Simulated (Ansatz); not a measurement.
Reaction (ligand exchange at the Si–O bond): `OCO[SiH2]S` + `[OH][AlH2]` → `[AlH2][O][SiH2]S` + `OCO`

Isolated molecules relaxed with PBE0-D4/def2-TZVP in Ansatz; ΔE leaves out vibrations. CCSD(T)/CBS is the MP2 limit (def2-TZVPP, def2-QZVPP) plus CCSD(T) − MP2 in def2-TZVPP, frozen cores. This one scheme is used for every species. DFT in def2-TZVPP. B3LYP here is the variant with VWN-RPA as its local correlation; programs differ in this. Each species was taken in one conformer, which may not be the lowest.

(1) Is it downhill or uphill in electronic energy at CCSD(T)/CBS, and by how much? (Best estimate.)

(2) What do these levels give: PBE0-D4, B3LYP-D4, ωB97X-V, ωB97M-V, PBE, B3LYP, HF/def2-TZVPP, MP2/def2-TZVPP, CCSD/def2-TZVPP, SCS-MP2/def2-QZVPP, HF/CBS(def2), CCSD/CBS(def2)? (An estimate is asked.)

Largest T1 diagnostic among the species: 0.012.

## Answers

(1) The calculation gave: Downhill: ΔE = -5.7 kcal/mol.

(2) Computed: PBE0-D4 -5.7, B3LYP-D4 -5.7, ωB97X-V -5.4, ωB97M-V -5.2, PBE -5.4, B3LYP -6.6, HF/def2-TZVPP -8.7, MP2/def2-TZVPP -5.3, CCSD/def2-TZVPP -6.2, SCS-MP2/def2-QZVPP -6.0, HF/CBS(def2) -9.0, CCSD/CBS(def2) -6.3 kcal/mol.

In def2-TZVPP, CCSD(T) changes the Hartree–Fock value by +3.0 kcal/mol (the triples alone add +0.5 kcal/mol) and MP2 by +3.5 kcal/mol. From PBE to PBE0 (25 % exact exchange), in def2-TZVPP and without D4, ΔE moves by −0.7 kcal/mol.
